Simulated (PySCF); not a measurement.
A calculated (PBE, PySCF 2.14, x2c-QZVPPall, scalar relativity by spin-free X2C-1e) atom or ion has these occupied shells.

| shell | electrons | orbital energy (eV) | rms radius, mean of both spins (bohr) |
| --- | --- | --- | --- |
| 1s α | 1 | -7.584 | 1.79 |

(1) Name the element and its charge.

## Answers

(1) H (hydrogen, neutral), in 1s1, 2S determinant.
